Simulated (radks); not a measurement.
Species: S. Configuration: [Ne] 3s2 3p4.

All-electron calculation, non-relativistic Kohn-Sham, TASK exchange with Perdew-Wang LDA correlation, spin-unpolarised, spherical densities, point nucleus; meta-GGA in the generalised Kohn-Sham scheme. Program: a radial shooting solver on a logarithmic mesh with Libxc functionals.

Energy parts (eV):
part                      energy
total                 -10827.837
kinetic                10805.098
electron-nucleus      -25752.756
Hartree                 4810.967
exchange-correlation    -691.145

Orbitals (lengths in bohr, moments of r in powers of bohr; <r^-3> diverges for s and p1/2):
[
 {"orbital": "1s", "occ.": "2", "eigenvalue (eV)": "-2412.750", "<r^-3>": "-", "<1/r>": "15.53"},
 {"orbital": "2s", "occ.": "2", "eigenvalue (eV)": "-216.7401", "<r^-3>": "-", "<1/r>": "3.060"},
 {"orbital": "2p", "occ.": "6", "eigenvalue (eV)": "-160.9858", "<r^-3>": "80.63", "<1/r>": "2.958"},
 {"orbital": "3s", "occ.": "2", "eigenvalue (eV)": "-18.4554", "<r^-3>": "-", "<1/r>": "0.7872"},
 {"orbital": "3p", "occ.": "4", "eigenvalue (eV)": "-7.5404", "<r^-3>": "5.257", "<1/r>": "0.6593"}
]

The highest occupied level is 3p at -7.540 eV. Summed over all electrons, <r^2> = 28.97 bohr^2, which gives a Langevin (diamagnetic) susceptibility term of -22.9 x 10^-6 cm^3/mol. For comparison, the ionisation energy in NIST's Atomic Spectra Database is 10.360 eV (measured). In exact Kohn-Sham theory the highest level is minus the ionisation energy, but local and semilocal functionals leave it too shallow, through self-interaction and a potential that decays too fast; potentials with the right tail come closer. The density falls to 0.001 e/bohr^3 at r = 4.03 bohr. The electron density at the nucleus is 2667 e/bohr^3. Virial ratio -V/T = 2.00210.

Beside tabulated values, note that spin-unpolarised runs miss the spin-polarisation part of the exchange energy of open shells.
